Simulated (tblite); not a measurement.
Species: C7H10Cl (doublet state).
Numbering: `[Cl:1][CH2:2][CH2:3][C:4]12[CH2:5][C:6]([CH2:7]1)[CH2:8]2` (hydrogens: H9, H10 on C2; H11, H12 on C3; H13, H14 on C5; H15, H16 on C7; H17, H18 on C8)

Computed with GFN2-xTB (tblite), gas phase: L-BFGS steps from a force-field or distance-geometry start until the largest atomic force falls under 0.01 eV/Å.

Step 0: E = -665.2812 eV
```
atom  x, y, z in Å  |  force x, y, z in eV/Å
Cl1     3.6796    0.1896    0.1738   -0.006  -0.323   0.272
C2      2.0381   -0.4780    0.2926   -0.673  -0.971  -0.286
C3      1.0738    0.5854   -0.1729    3.842   2.521  -0.262
C4     -0.2743    0.2015   -0.1399   -3.163  -1.171   1.268
C5     -1.4644    0.9901   -0.5160   -2.071   2.276  -1.429
C6     -2.1196   -0.2979    0.0165    3.408   0.996  -0.052
C7     -0.9455   -0.9651   -0.7463   -1.684  -3.185  -1.050
C8     -1.0435   -0.1431    1.1089   -1.466  -0.734   2.698
H9      1.9261   -1.3275   -0.4227    0.452   0.243   0.700
H10     1.7422   -0.7814    1.3247    0.727   0.085  -0.629
H11     1.2759    1.4646    0.4945   -0.455  -0.306  -0.407
H12     1.3937    0.9210   -1.1878   -0.289  -0.204   0.349
H13    -1.5426    1.0937   -1.5986   -0.339   0.700  -0.058
H14    -1.6737    1.8989    0.0642    0.044   0.000  -0.464
H15    -0.7318   -1.9636   -0.3189    0.251   0.256  -0.697
H16    -1.2025   -0.9533   -1.7914    0.674  -0.421  -0.685
H17    -0.8366   -1.0882    1.6147    0.296   0.194   0.300
H18    -1.3037    0.6597    1.7929    0.453   0.044   0.430
```

Problem. Estimate the geometry and energy of step 1. (The exact step hangs on the optimiser's Hessian estimate; all steps are aligned on step 0, rigid shifts and turns removed.)

Solution. E = -666.0048 eV, largest force 1.209 eV/Å
```
atom  x, y, z in Å  |  force x, y, z in eV/Å
Cl1     3.6795    0.1850    0.1777    0.139  -0.433   0.287
C2      2.0285   -0.4919    0.2885   -0.113   0.006  -0.175
C3      1.1287    0.6214   -0.1767   -0.531  -0.113   0.097
C4     -0.3195    0.1848   -0.1218    0.296   0.045   0.425
C5     -1.4940    1.0226   -0.5364   -0.621   0.386  -0.370
C6     -2.0709   -0.2837    0.0158    0.931   0.385  -0.063
C7     -0.9696   -1.0106   -0.7613   -0.859  -0.661  -0.271
C8     -1.0644   -0.1536    1.1474   -0.673  -0.199   0.985
H9      1.9326   -1.3240   -0.4127    0.288  -0.150   0.275
H10     1.7526   -0.7802    1.3157    0.527  -0.003  -0.344
H11     1.2694    1.4602    0.4887   -0.089   0.471   0.143
H12     1.3895    0.9181   -1.1828    0.035   0.112  -0.337
H13    -1.5475    1.1036   -1.5994   -0.405   0.746  -0.635
H14    -1.6731    1.8989    0.0576   -0.176   0.556  -0.183
H15    -0.7282   -1.9599   -0.3288    0.282  -0.666  -0.362
H16    -1.1929   -0.9593   -1.8011    0.479  -0.497  -0.906
H17    -0.8324   -1.0854    1.6190    0.272  -0.302   0.640
H18    -1.2972    0.6603    1.7991    0.220   0.318   0.795
```

The energy changes by -0.7236 eV. The first-order estimate −F·Δx gives -1.2790 eV and the mean of the old and new forces, exact on a quadratic surface, -0.7447 eV. The step makes an angle of 0° with the force vector and moves no atom by more than 0.066 Å.

The cost below is that of the whole relaxation. The run took 0.29 s on one thread of an Arm Neoverse V2, no GPU, shared host.
